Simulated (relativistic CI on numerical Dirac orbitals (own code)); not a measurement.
# Hyperfine structure of Eu26+, mass number 153

Method of calculation: Dirac-Coulomb-Breit CI, KLI orbitals optimised for each configuration, a model potential for QED, unscaled Slater integrals (own radial code, finite nucleus).

CI space (outside the closed core [Ar] 3d10): 4s²4p⁶4d, 4s²4p⁵4d², 4s²4p⁶4f, 4s4p⁶4d², 4s²4p⁵4d4f, 4s4p⁶4d4f, 4s²4p⁶5s, 4s²4p⁶5p, 4s²4p⁶5d, 4p⁶4d³, 4p⁵4d⁴, 4p⁵4d³4f, 4s4p⁶4f², 4s4p⁵4f³, 4p⁶4f³. Double excitations out of closed p, d and f shells are left out; levels of such configurations are missing from the list, as are those of other unlisted configurations, and high levels can miss mixing partners.

Nuclear spin I = 5/2, μ = 1.5294 μN, Q = 2.41 b (tables of Stone and Pyykkö). The electronic factors are computed for point nuclear moments, without core polarisation or the Bohr-Weisskopf and QED corrections.

```json
{"Level": "4s²4p⁶4d ²D3/2", "E (cm⁻¹)": "0", "A (MHz)": "7864", "B (MHz)": "20500"}
{"Level": "4s²4p⁶4d ²D5/2", "E (cm⁻¹)": "60987", "A (MHz)": "3248", "B (MHz)": "26100"}
{"Level": "4s²4p⁵4d² ⁴D°1/2", "E (cm⁻¹)": "902146", "A (MHz)": "1743", "B (MHz)": ""}
{"Level": "4s²4p⁵4d² ⁴D°3/2", "E (cm⁻¹)": "906508", "A (MHz)": "9008", "B (MHz)": "53700"}
{"Level": "4s²4p⁵4d² ⁴D°7/2", "E (cm⁻¹)": "972015", "A (MHz)": "6366", "B (MHz)": "-17500"}
{"Level": "4s²4p⁵4d² ⁴G°9/2", "E (cm⁻¹)": "973844", "A (MHz)": "8502", "B (MHz)": "-116000"}
{"Level": "4s²4p⁵4d² ⁴G°11/2", "E (cm⁻¹)": "993150", "A (MHz)": "7741", "B (MHz)": "-104000"}
```

Levels with J = 0, under 50 % of one LS term, or S terms without an open s electron are left out. Small factors come from cancelling terms and can be off by tens of per cent or more.

At this charge energies of transitions that change n are usually good to better than 1 %, and those within a shell (Δn = 0) to a few per cent.

**Question.** Give the hyperfine levels of 4s²4p⁶4d ²D3/2 relative to its centre of gravity.

**Answer.** With K = F(F + 1) − I(I + 1) − J(J + 1), E = AK/2 + B[¾K(K + 1) − I(I + 1)J(J + 1)]/[2I(2I − 1)J(2J − 1)]: F = 1: -26940, F = 2: -27610, F = 3: -13240, F = 4: 34610 MHz.

LS names give the leading component of a level, which can be under half, so a name can repeat, a term be missing and a line seem to break the LS rules.
